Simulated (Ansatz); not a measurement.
Total energies of `Cc1cc(-c2sc(-c3sc(-c4sc(-c5sc(-c6sc(N(C)C)cc6C)cc5C)cc4C)cc3C)cc2C)sc1C#N` from Ansatz at PBE0-D4/def2-SVP, gas phase (1 Eh = 27.2114 eV = 2625.5 kJ/mol). The reference geometry is relaxed at PBE-D4/def2-SVP.

| state | geometry | energy (Eh) |
| --- | --- | --- |
| charge 0 singlet | reference | -3770.14194 |
| charge 1 doublet | reference | -3769.93155 |
| charge -1 doublet | reference | -3770.19623 |
| free C atom (triplet) | – | -37.76066 |
| free S atom (triplet) | – | -397.83788 |
| free N atom (quartet) | – | -54.47898 |
| free H atom (doublet) | – | -0.50029 |

Single mean-field runs in def2-SVP are fitted with def2-universal-jkfit.

Question: Work out the vertical ionisation energy to the doublet.

Answer: E(charge 1 doublet) − E(charge 0 singlet) = -3769.93155 − (-3770.14194) = 0.21039 Eh = 5.73 eV. For comparison, −ε of the highest occupied level is 4.79 eV at this level, 0.94 eV less.

Question: Work out the vertical electron affinity, to the doublet.

Answer: E(charge 0 singlet) − E(charge -1 doublet) = -3770.14194 − (-3770.19623) = 0.05429 Eh = 1.48 eV. The basis lacks diffuse functions, which makes affinities too small.

Question: Give the fundamental gap IE − EA, the Mulliken electronegativity (IE + EA)/2 and the hardness (IE − EA)/2.

Answer: From the values in Eh: IE − EA = 0.21039 − 0.05429 = 0.15610 Eh = 4.25 eV; (IE + EA)/2 = 3.60 eV; (IE − EA)/2 = 2.12 eV. The HOMO–LUMO gap of the same run is 2.46 eV, 1.79 eV smaller than the fundamental gap.

Question: What is the binding energy per atom against free atoms?

Answer: Atoms: 33 × (-37.76066) + 6 × (-397.83788) + 2 × (-54.47898) + 30 × (-0.50029) = -3757.09572 Eh. Binding: -3757.09572 − (-3770.14194) = 13.04622 Eh = 355.01 eV, or 5.00 eV for each of 71 atoms (no zero-point energy, no counterpoise term).
